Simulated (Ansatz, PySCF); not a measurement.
Gas-phase reaction in SMILES: O=c1cc1 + 4 C (CH4) → C=C (C2H4) [ethene] + C=O (CH2O) [formaldehyde] + 2 CC (C2H6) [ethane]
Structures are relaxed separately at B3LYP-D3(BJ)/def2-TZVP in Ansatz (a first-principles code).
Geometry of the first species:
```
C
C 1 1.3395
H 2 1.0813 1 144.06
H 1 1.0813 2 144.06 3 0.00
C 1 1.4272 4 153.93 2 -180.00
O 5 1.2000 1 152.01 4 0.00
```

Wanted: bond separation energy (0 K, with B3LYP-D3(BJ) harmonic zero-point energies from PySCF), in kcal/mol. Cores are frozen in the correlated levels unless marked. No spin-orbit coupling. No relativistic terms. Basis-set limits of correlation are two-point, X^-3; Hartree-Fock from the larger set. [CCSD(T)-MP2]/basis is that difference in the basis named.

```
level                                                     program  bond separation energy (kcal/mol)
-------------------------------------------------  --------------  ---------------------------------
HF-D3(BJ)/def2-TZVPD                                PySCF + dftd3                              -25.7
SVWN5/def2-TZVPD                                           Ansatz                              -15.8
r2SCAN/def2-TZVPD                                          Ansatz                              -11.9
PBE0/def2-TZVPD                                            Ansatz                              -14.5
MN15/def2-TZVPD                                             PySCF                              -12.5
HSE06-D4/def2-TZVPD                                Ansatz + dftd4                              -15.2
SCS-MP2/cc-pVTZ                                            Ansatz                              -18.6
CCSD(T)/6-31G*                                             Ansatz                              -19.3
CCSD(T) with core electrons/cc-pwCVTZ                      Ansatz                              -19.4
RI-MP2/CBS(cc-pVTZ,cc-pVQZ)+[CCSD(T)-MP2]/cc-pVTZ          Ansatz                              -19.5
```
